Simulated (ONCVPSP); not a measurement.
# Building the ONCV potential for Pm (PBEsol, scalar-relativistic).

- Element: promethium
- Generator: ONCVPSP 4.0.1
- Type: optimised norm-conserving Vanderbilt (ONCV)
- Functional: PBEsol
- Relativity: scalar-relativistic
- Frozen core: [Kr] 4d10
- Valence charge: 15
- Reference configuration: 4f4 5s2 5p6 5d1 6s2
- Partial waves: 5s+6s: rc 2.65 bohr, ncon 4, nbas 7, qcut 3.4 1/bohr, 2 projectors; 5p: rc 1.90 bohr, ncon 4, nbas 8, qcut 5.2 1/bohr, 2 projectors, debl 3.2 Ha; 5d: rc 3.30 bohr, ncon 4, nbas 8, qcut 3.8 1/bohr, 3 projectors, debl 2.4 Ha; 4f: rc 1.15 bohr, ncon 3, nbas 7, qcut 15.8 1/bohr, 1 projector
- Local potential: polynomial inside 0.80 bohr (lpopt 5, dvloc0 0 Ha)
- Core correction: Teter function, fcfact 5, rcfact 1.7

All-electron outer shells of the reference configuration (PBEsol, scalar-relativistic, ld1.x):

| shell | level (eV) | outermost node (bohr) | outermost maximum (bohr) |
| --- | --- | --- | --- |
| 4d | -129.20 | 0.29 | 0.60 |
| 5s | -45.24 | 0.70 | 1.27 |
| 5p | -25.35 | 0.75 | 1.44 |
| 4f | -7.52 | – | 0.62 |
| 6s | -3.96 | 1.70 | 3.54 |
| 5d | -2.86 | 0.85 | 2.04 |

What the tests gave:

```json
{
 "Cutoffs needed": "98 Ha and 108 Ha (the cutoffs (Ha) at which the residual kinetic energy of the hardest occupied pseudo-wave falls to 1 and 0.1 mHa per electron)",
 "Ghost test": "ghosts flagged at negative energy: s at -348.4 eV, p at -89.8 eV, d at -465.4 eV; no localised positive-energy state flagged; a true bound ghost makes a file unfit for plane-wave use",
 "Configuration tests": "2 of 4 tests not solved or not reliable; not counted: 4f5 5s2 5p6 5d0 6s2 (all-electron energy unsafe for a near-neutral lanthanide with less than one 5d electron, printed error -161 meV); 4f5 5s2 5p6 5d0 6s1 (all-electron energy unsafe for a near-neutral lanthanide with less than one 5d electron, printed error -130 meV)",
 "rms error of d²Exc/dni dnj": "9.29 mHa without and 4.15 mHa with the model core"
}
```

Generation and tests took about 6.5 s on one core of a shared server CPU.
